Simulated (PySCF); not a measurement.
First SCF of a structure search on triplet CoO2(OH), at a hand-made trigonal pyramidal (heavy-atom frame) geometry. PySCF input:

```python
from pyscf import gto, scf, dft
mol = gto.M(atom='''
Co     0.000000     0.000000     0.000000
O      1.412700     0.000000     0.751200
O     -0.706400     1.223400     0.751200
O     -0.768200    -1.330500     0.816900
H     -1.677500    -1.434600     1.106600''',
    basis={'Co': 'def2-TZVP', 'O': 'def2-TZVP', 'H': 'def2-TZVP'},
    charge=0, spin=2)
mf = dft.UKS(mol, xc='PBE0')
mf.grids.atom_grid = (50, 194)
aux = {'Co': 'def2-universal-JKFIT', 'O': 'def2-universal-JKFIT', 'H': 'def2-universal-JKFIT'}
mf = mf.density_fit(auxbasis=aux)
mf.conv_tol = 1e-08
mf.diis_space = 10
mf.max_cycle = 60
mf.init_guess = 'minao'
mf.verbose = 4
mf.kernel()
```

Excerpt of the output (cycles alone); where DIIS stalls, ADIIS, DIIS with a small level shift and a second-order solver take over in turn:

```
init E= -1607.64478066718
cycle= 1 E= -1591.16668803985  delta_E= 16.5  |g|= 5.69  |ddm|= 9.04
cycle= 2 E= -1515.23111637153  delta_E= 75.9  |g|= 16.9  |ddm|= 17.3
cycle= 3 E= -1576.26373262492  delta_E=  -61  |g|= 11.4  |ddm|= 8.92
cycle= 4 E= -1587.59885363485  delta_E= -11.3  |g|= 9.13  |ddm|= 3.63
cycle= 5 E= -1590.2667763447  delta_E= -2.67  |g|= 7.54  |ddm|=  3.8
cycle= 6 E= -1595.33307013909  delta_E= -5.07  |g|= 6.61  |ddm|= 3.49
cycle= 7 E= -1596.987997159  delta_E= -1.65  |g|= 5.82  |ddm|= 2.79
cycle= 8 E= -1598.23415458801  delta_E= -1.25  |g|= 5.19  |ddm|= 2.36
cycle= 9 E= -1600.4798942464  delta_E= -2.25  |g|= 4.77  |ddm|= 2.32
cycle= 10 E= -1603.83518783499  delta_E= -3.36  |g|= 4.01  |ddm|=  1.7
cycle= 11 E= -1605.58509863011  delta_E= -1.75  |g|= 3.39  |ddm|= 0.696
cycle= 12 E= -1588.76229306495  delta_E= 16.8  |g|= 6.08  |ddm|=   13
cycle= 13 E= -1604.83208989501  delta_E= -16.1  |g|= 3.79  |ddm|= 13.1
... 38 lines left out ...
cycle= 52 E= -1608.5061567713  delta_E= -0.00112  |g|= 0.0168  |ddm|= 0.0566
cycle= 53 E= -1608.50761094974  delta_E= -0.00145  |g|= 0.0201  |ddm|=  0.1
cycle= 54 E= -1608.5081219195  delta_E= -0.000511  |g|= 0.012  |ddm|= 0.0381
cycle= 55 E= -1608.50857510183  delta_E= -0.000453  |g|= 0.00785  |ddm|= 0.0382
cycle= 56 E= -1608.50928447554  delta_E= -0.000709  |g|= 0.00649  |ddm|= 0.0692
cycle= 57 E= -1608.50986174753  delta_E= -0.000577  |g|= 0.00574  |ddm|= 0.0614
cycle= 58 E= -1608.51048780472  delta_E= -0.000626  |g|= 0.00503  |ddm|= 0.075
cycle= 59 E= -1608.5109899137  delta_E= -0.000502  |g|= 0.00584  |ddm|= 0.0751
cycle= 60 E= -1608.5112454369  delta_E= -0.000256  |g|= 0.00567  |ddm|= 0.0473
SCF not converged.
init E= -1607.64478066718
cycle= 1 E= -1591.16668803985  delta_E= 16.5  |g|= 5.69  |ddm|= 9.04
cycle= 2 E= -1515.23111637153  delta_E= 75.9  |g|= 16.9  |ddm|= 17.3
cycle= 3 E= -1596.40120110946  delta_E= -81.2  |g|= 7.14  |ddm|= 12.7
cycle= 4 E= -1600.84796899316  delta_E= -4.45  |g|= 3.18  |ddm|= 3.33
cycle= 5 E= -1607.72160456361  delta_E= -6.87  |g|= 1.35  |ddm|= 2.14
cycle= 6 E= -1606.02249761646  delta_E=  1.7  |g|= 2.81  |ddm|= 1.67
cycle= 7 E= -1606.69397728744  delta_E= -0.671  |g|=  2.5  |ddm|= 1.43
cycle= 8 E= -1608.2661580829  delta_E= -1.57  |g|= 0.866  |ddm|=  1.1
cycle= 9 E= -1606.72836763946  delta_E= 1.54  |g|=  2.3  |ddm|= 1.16
cycle= 10 E= -1607.92477885312  delta_E= -1.2  |g|=  1.6  |ddm|= 0.891
cycle= 11 E= -1608.33940356953  delta_E= -0.415  |g|= 0.643  |ddm|= 0.56
cycle= 12 E= -1608.46840126533  delta_E= -0.129  |g|= 0.345  |ddm|= 0.417
cycle= 13 E= -1608.35884138914  delta_E= 0.11  |g|= 0.788  |ddm|= 0.343
cycle= 14 E= -1608.48885711518  delta_E= -0.13  |g|= 0.217  |ddm|= 0.218
cycle= 15 E= -1608.47447769468  delta_E= 0.0144  |g|= 0.384  |ddm|= 0.193
cycle= 16 E= -1608.50590778287  delta_E= -0.0314  |g|= 0.104  |ddm|= 0.124
cycle= 17 E= -1608.49645879091  delta_E= 0.00945  |g|= 0.231  |ddm|= 0.108
cycle= 18 E= -1608.50767951063  delta_E= -0.0112  |g|= 0.0726  |ddm|= 0.067
cycle= 19 E= -1608.50427744099  delta_E= 0.0034  |g|= 0.144  |ddm|= 0.0802
cycle= 20 E= -1608.50648576946  delta_E= -0.00221  |g|= 0.115  |ddm|= 0.063
SCF not converged.
init E= -1608.50648576946
cycle= 1 E= -1608.44251708818  delta_E= 0.064  |g|= 0.545  |ddm|= 0.189
cycle= 2 E= -1606.65264808242  delta_E= 1.79  |g|=  2.9  |ddm|= 0.926
cycle= 3 E= -1608.38146446513  delta_E= -1.73  |g|= 0.703  |ddm|= 0.583
cycle= 4 E= -1608.50713746879  delta_E= -0.126  |g|= 0.116  |ddm|= 0.199
cycle= 5 E= -1608.50964357738  delta_E= -0.00251  |g|= 0.0527  |ddm|= 0.0501
cycle= 6 E= -1608.51055814401  delta_E= -0.000915  |g|= 0.0164  |ddm|= 0.026
cycle= 7 E= -1608.51069497846  delta_E= -0.000137  |g|= 0.00937  |ddm|= 0.0132
cycle= 8 E= -1608.51080300037  delta_E= -0.000108  |g|= 0.00545  |ddm|= 0.0115
cycle= 9 E= -1608.51090161835  delta_E= -9.86e-05  |g|= 0.00406  |ddm|= 0.013
cycle= 10 E= -1608.51102966163  delta_E= -0.000128  |g|= 0.00405  |ddm|= 0.0192
cycle= 11 E= -1608.51114374745  delta_E= -0.000114  |g|= 0.00276  |ddm|= 0.0192
cycle= 12 E= -1608.51126873873  delta_E= -0.000125  |g|= 0.00227  |ddm|= 0.0249
cycle= 13 E= -1608.51134334274  delta_E= -7.46e-05  |g|= 0.00202  |ddm|= 0.0175
cycle= 14 E= -1608.51144871877  delta_E= -0.000105  |g|= 0.00246  |ddm|= 0.034
cycle= 15 E= -1608.51147484083  delta_E= -2.61e-05  |g|= 0.00121  |ddm|= 0.0116
cycle= 16 E= -1608.51149886547  delta_E= -2.4e-05  |g|= 0.00127  |ddm|= 0.0155
cycle= 17 E= -1608.51150895507  delta_E= -1.01e-05  |g|= 0.000849  |ddm|= 0.00845
cycle= 18 E= -1608.51151286054  delta_E= -3.91e-06  |g|= 0.000517  |ddm|= 0.00472
cycle= 19 E= -1608.51151634737  delta_E= -3.49e-06  |g|= 0.000663  |ddm|= 0.00506
cycle= 20 E= -1608.51151785428  delta_E= -1.51e-06  |g|= 0.000424  |ddm|= 0.00218
cycle= 21 E= -1608.5115193779  delta_E= -1.52e-06  |g|= 0.000355  |ddm|= 0.00271
cycle= 22 E= -1608.51152060578  delta_E= -1.23e-06  |g|= 0.000287  |ddm|= 0.0021
cycle= 23 E= -1608.51152147182  delta_E= -8.66e-07  |g|= 0.000306  |ddm|= 0.00177
cycle= 24 E= -1608.51152233219  delta_E= -8.6e-07  |g|= 0.000238  |ddm|= 0.00169
cycle= 25 E= -1608.51152368815  delta_E= -1.36e-06  |g|= 0.000256  |ddm|= 0.00286
cycle= 26 E= -1608.51152405402  delta_E= -3.66e-07  |g|= 0.000225  |ddm|= 0.000855
cycle= 27 E= -1608.51152538524  delta_E= -1.33e-06  |g|= 0.000257  |ddm|= 0.00328
cycle= 28 E= -1608.5115263242  delta_E= -9.39e-07  |g|= 0.000238  |ddm|= 0.00251
cycle= 29 E= -1608.51152790843  delta_E= -1.58e-06  |g|= 0.00042  |ddm|= 0.00521
cycle= 30 E= -1608.51152825898  delta_E= -3.51e-07  |g|= 0.000168  |ddm|= 0.00104
SCF not converged.
macro= 0  E= -1608.51152910626  delta_E= -8.47283e-07  |g|= 0.000167557  1 KF 5 JK
macro= 1  E= -1608.51153090384  delta_E= -1.79757e-06  |g|= 6.94464e-05  2 KF 13 JK
macro= 2  E= -1608.51153090383  delta_E= 2.50111e-12  |g|= 2.93612e-05  1 KF 2 JK
macro X = 3  E=-1608.51153090383  |g|= 2.93612e-05  total 5 KF 24 JK
converged SCF energy = -1608.51153090383  <S^2> = 2.30544  2S+1 = 3.1971487
```

No lower solution of this spin was found from smeared starts or by a stability analysis within the unrestricted form.

Other spin states or occupations of the open shell can lie lower.

The search for the lowest solution, 3 starts and the stability check together, took 100 s on 4 threads of a shared Intel Xeon Platinum 8259CL @ 2.50GHz (Skylake/Cascade Lake) host, with 144 basis functions; the process peaked at 0.7 GiB. Launch command: `OMP_NUM_THREADS=4 python axn.py task.json out`.
